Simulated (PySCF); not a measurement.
C6H5FN (doublet state).
SMILES with atom numbers: `[H]/[C:1]=[CH:2]/[c:3]1[cH:4][c:5]([F:6])[cH:7][nH:8]1` (hydrogens: H9 on C1; H10 on C2; H11 on C4; H12 on C7; H13 on N8)

Cartesian coordinates in Å at the GFN2-xTB level; atoms count from 1:
```
atom  x, y, z in Å
C1     2.546   -0.218    0.786
C2     1.759    0.105   -0.200
C3     0.315    0.064   -0.169
C4    -0.599    0.385   -1.155
C5    -1.865    0.166   -0.595
F6    -3.040    0.356   -1.218
C7    -1.714   -0.276    0.695
N8    -0.378   -0.331    0.935
H9     3.589   -0.266    0.989
H10    2.158    0.445   -1.164
H11   -0.389    0.732   -2.146
H12   -2.447   -0.544    1.428
H13    0.059   -0.617    1.795
```

The hyperfine couplings belong to this conformer and change with its torsions.

The calculation used UKS B3LYP, pcH-1 on C F H N, non-relativistic, mean-field spin-orbit, GIAO in PySCF 2.14.0. One conformer (not necessarily the lowest) at the GFN2-xTB geometry, without solvent, vibrations or thermal averaging. The geometry wasn't refined by DFT: couplings that depend on bond lengths, twists or pyramidal angles can differ widely from those at the functional's own minimum. Stability of the SCF solution: not tested.

Question: Predict the first-order ENDOR lines of F6, H10, H9, H12, H11 and H13 under fast tumbling at B = 344.6 mT (X band).

Answer: For S = 1/2 in fast tumbling each set of equivalent nuclei gives two lines, ν± = |νn ± a/2| to first order, with νn = g_N μN B/h and μN/h = 7.62259 MHz/T.

| nuclei | isotope | g_N | νn (MHz) | a_iso (MHz) | lower line (MHz) | upper line (MHz) |
| --- | --- | --- | --- | --- | --- | --- |
| F6 | 19F | 5.2577 | 13.81 | 2.73 | 12.45 | 15.17 |
| H10 | 1H | 5.5857 | 14.67 | 181.78 | 76.22 | 105.56 |
| H9 | 1H | 5.5857 | 14.67 | 39.05 | 4.85 | 34.20 |
| H12 | 1H | 5.5857 | 14.67 | 2.81 | 13.27 | 16.08 |
| H11 | 1H | 5.5857 | 14.67 | 1.55 | 13.90 | 15.45 |
| H13 | 1H | 5.5857 | 14.67 | -0.92 | 14.21 | 15.13 |

Question: Which pairs are centred on the nuclear Larmor frequency, and which on half the coupling?

Answer: Centred on νn, since |a| < 2νn: F6, H12, H11 and H13. Centred on |a|/2 and split by 2νn: H10 and H9.

The run took 42 s (with the writing of density and orbital grids) on an Arm Neoverse V2 with one thread, no GPU, on a shared host, and the process peaked at 0.94 GiB of memory.
